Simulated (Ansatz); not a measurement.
Ansatz (an electronic-structure program) input (B3LYP-D3(BJ)/def2-TZVP):

Ansatz 0.2 input:
```yaml
crystal:
  periodic: [false, false, false]
  atoms:
    - {symbol: Cu, position_ang: [-0.85712446, -0.58524691, -0.68571983]}
    - {symbol: O, position_ang: [0.42915218, -0.17695187, 0.28273566]}
    - {symbol: H, position_ang: [0.38559916, 0.78606326, 0.41011964]}
basis:
  gaussian:
    orbitals: def2-TZVP
hamiltonian:
  xc: b3lyp
  dispersion: d3bj
total_charge: -1
magnetization: {spin_polarized: true, initial_magnetization: 1}
relax: {f_tol: 0.002, max_steps: 150}
```

End of the output:

```
these checks for a lower state are left out or cut short: starts, cluster_reference, orbital_swaps, neighbouring_geometries, increment
integrals: 0.02 GiB planned
737 factors; their error is unknown
mean field: 0.30 GiB planned
mean field evaluation 64: about -46706.8288 eV, gradient 1.2e-1 eV
mean field -46706.82882177 eV, -1716.4443001745 hartree, gradient 2.7e-5 eV, S^2 0.753827; 0 other end points of the search recorded, 0 dependent functions left out
the calculation of the forces begins
reference -46706.82901293 eV, -1716.4443071995 hartree; 20, 19 occupied and 62, 63 virtual orbitals, 737 factors
relax step   5: F+E_penalty+E_count = -46706.87514607 eV  Δ(F+E_penalty+E_count) = -4.302e-4 eV  max|allowed force component| = 2.212e-1 eV/Å  Δτ_max = 0.0098 Å  (39 SCF iters, accepted)
these checks for a lower state are left out or cut short: starts, cluster_reference, orbital_swaps, neighbouring_geometries, increment
integrals: 0.02 GiB planned
737 factors; their error is unknown
mean field: 0.30 GiB planned
mean field -46706.82937393 eV, -1716.4443204659 hartree, gradient 2.2e-5 eV, S^2 0.753835; 0 other end points of the search recorded, 0 dependent functions left out
the calculation of the forces begins
reference -46706.82956507 eV, -1716.4443274900 hartree; 20, 19 occupied and 62, 63 virtual orbitals, 737 factors
relax step   6: F+E_penalty+E_count = -46706.87568999 eV  Δ(F+E_penalty+E_count) = -5.439e-4 eV  max|allowed force component| = 6.986e-3 eV/Å  Δτ_max = 0.0033 Å  (39 SCF iters, accepted)
these checks for a lower state are left out or cut short: starts, cluster_reference, orbital_swaps, neighbouring_geometries, increment
integrals: 0.02 GiB planned
737 factors; their error is unknown
mean field: 0.30 GiB planned
mean field -46706.82939300 eV, -1716.4443211666 hartree, gradient 1.5e-5 eV, S^2 0.753832; 0 other end points of the search recorded, 0 dependent functions left out
the calculation of the forces begins
reference -46706.82958417 eV, -1716.4443281919 hartree; 20, 19 occupied and 62, 63 virtual orbitals, 737 factors
relax step   7: F+E_penalty+E_count = -46706.87570502 eV  Δ(F+E_penalty+E_count) = -1.504e-5 eV  max|allowed force component| = 3.378e-3 eV/Å  Δτ_max = 0.0014 Å  (29 SCF iters, accepted)
these checks for a lower state are left out or cut short: starts, cluster_reference, orbital_swaps, neighbouring_geometries, increment
integrals: 0.02 GiB planned
737 factors; their error is unknown
mean field: 0.30 GiB planned
mean field -46706.82939774 eV, -1716.4443213408 hartree, gradient 6.4e-6 eV, S^2 0.753830; 0 other end points of the search recorded, 0 dependent functions left out
the calculation of the forces begins
reference -46706.82958893 eV, -1716.4443283671 hartree; 20, 19 occupied and 62, 63 virtual orbitals, 737 factors
relax step   8: F+E_penalty+E_count = -46706.87570769 eV  Δ(F+E_penalty+E_count) = -2.664e-6 eV  max|allowed force component| = 5.690e-5 eV/Å  Δτ_max = 0.0008 Å  (29 SCF iters, accepted)
integrals: 0.02 GiB planned
737 factors; their error is unknown
mean field: 0.30 GiB planned
mean field evaluation 96: about -46692.6890 eV, gradient 8.0e1 eV
mean field -46706.82939774 eV, -1716.4443213408 hartree, gradient 7.2e-6 eV, S^2 0.753830; 1 other end points of the search recorded, 0 dependent functions left out
the calculation of the forces begins
reference -46706.82958893 eV, -1716.4443283671 hartree; 20, 19 occupied and 62, 63 virtual orbitals, 737 factors
Total energy: -46706.87589888 eV, -1716.4460302264 hartree
Atom 0 at    -0.952651    -0.629939    -0.759999 Å, force    -0.000028    -0.000048    -0.000028 eV/Å
Atom 1 at     0.510572    -0.151328     0.344001 Å, force    -0.000029     0.000029    -0.000015 eV/Å
Atom 2 at     0.399706     0.805131     0.423133 Å, force     0.000057     0.000019     0.000043 eV/Å
Dipole moment:    -0.176777     0.253245    -0.082371 e Å
```

The spin state was set by rule; other spins were not relaxed.
